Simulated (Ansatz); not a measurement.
Consider the redistribution: `N[SiH](S)CCl` + `COB(F)Br` → `N[SiH](F)CCl` + `COB(S)Br`.

Calculated with Ansatz (gas phase, PBE0-D4/def2-TZVP geometries, no zero-point term in ΔE). CBS: MP2 limit from def2 TZ/QZ plus the TZ coupled-cluster correction, frozen cores. Functionals use def2-TZVPP. For Br outer-core shells are correlated without core-valence functions, which leaves a few kJ/mol of doubt a bond. Scalar relativity is left out up to krypton. One conformer a species, not always the lowest.

`N[SiH](S)CCl`:

```xyz
11

N     1.475    0.809    0.130
Si   -0.209    0.611    0.337
S    -0.908   -0.306    2.142
C    -0.790   -0.409   -1.135
Cl    0.071   -1.980   -1.139
H     2.014    0.004   -0.154
H     1.996    1.374    0.783
H    -0.867    1.940    0.356
H    -0.362   -1.500    1.849
H    -0.563    0.083   -2.081
H    -1.856   -0.625   -1.088
```

`COB(F)Br`:

Z-matrix (Å, degrees):
```
C
O 1 1.414
H 1 1.091 2 111.6
H 1 1.090 2 108.1 3 120.8
H 1 1.091 2 108.6 3 -120.9
B 2 1.330 1 126.9 3 7.7
Br 6 1.931 2 124.2 1 -0.4
F 6 1.318 2 118.6 1 179.7
```

`N[SiH](F)CCl`:

```xyz
10

N     0.105   -0.038   -1.623
Si    0.366    0.615   -0.087
F    -0.303    2.060    0.126
C    -0.444   -0.446    1.227
Cl    0.350   -2.041    1.316
H    -0.762   -0.452   -1.917
H     0.739    0.113   -2.388
H     1.819    0.783    0.115
H    -0.366    0.018    2.210
H    -1.503   -0.612    1.020
```

`COB(S)Br`:

```xyz
9

C    -0.101    1.447   -0.227
O    -0.001    0.498    0.821
B     0.074   -0.817    0.586
S     0.055   -1.485   -1.098
Br    0.203   -1.975    2.123
H     0.772    1.392   -0.883
H    -0.147    2.434    0.230
H    -1.006    1.278   -0.817
H     0.151   -2.771   -0.735
```

| level | ΔE (kJ/mol) |
| --- | --- |
| ωB97M-V | -7.4 |
| PBE0 | -5.6 |

What does CCSD(T)/CBS give? (Estimate.)

Computed: -12.1 kJ/mol. The listed levels differ from it by 4.7, 6.5 kJ/mol.

Largest T1 diagnostic among the species: 0.011.

The D4 term adds +3.4 kJ/mol with B3LYP and +2.0 kJ/mol with PBE0; it sums over pairs of atoms, weighted by their polarisabilities, and B3LYP, whose exchange is more repulsive, gets the larger term.

B3LYP here is the variant with VWN-RPA as its local correlation; programs differ in this.
